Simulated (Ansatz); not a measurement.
Total energies of C₂H₄AlCl.

Cartesian coordinates in Å:
```
Cl -0.144 -2.842 -1.616
C -0.583 0.324 -0.207
C -0.151 1.299 0.598
Al 0.482 -1.272 -0.368
H -1.522 0.484 -0.733
H -0.696 2.231 0.743
H 0.778 1.214 1.158
H 1.836 -1.437 0.425
```

The species carries charge 0 and has multiplicity 1. The bonds changed during the relaxation, so this is another structure than the one it started from. The geometry is a stationary point of PBE0-D4/def2-TZVP. Basis def2-TZVPP, Ansatz 0.2.0.

RPA on PBE orbitals: Hartree–Fock energy of these orbitals -779.54245 Eh, correlation -0.99683 Eh (frozen core).

```tsv
functional	energy without D4 (Eh)	D4 term (kJ/mol)
revPBE	-781.17798	-42.5
BLYP	-781.30304	-32.3
B97M-V	-781.17027	–
PBE0	-780.97364	-12.7
B3LYP	-781.38537	-24.2
r2SCANh	-781.22647	-3.9
BHLYP	-781.29611	-19.7
LC-ωPBE	-781.07251	–
ωB97X-V	-781.20846	–
PBE-QIDH	-780.79057	–
```

Give the same for LDA (SPW92), PBE, r2SCAN, r2SCAN0, HSE06 (plane-wave form), CAM-B3LYP, ωB97M-V, B2PLYP. (Estimate.)

Computed: 
```tsv
functional	energy without D4 (Eh)	D4 term (kJ/mol)
LDA (SPW92)	-778.04700	–
PBE	-780.90144	-14.9
r2SCAN	-781.23293	-3.6
r2SCAN0	-781.21757	-4.3
HSE06 (plane-wave form)	-780.95505	-11.9
CAM-B3LYP	-781.31406	-13.0
ωB97M-V	-781.26143	–
B2PLYP	-781.02269	–
```

B3LYP takes the VWN-RPA correlation (the form of Gaussian; ORCA's B3LYP/G). HSE06 is the plane-wave form, built on full-range PBE exchange. The double hybrids freeze the cores in their second-order part.

LC-ωPBE has ω = 0.4 bohr⁻¹.
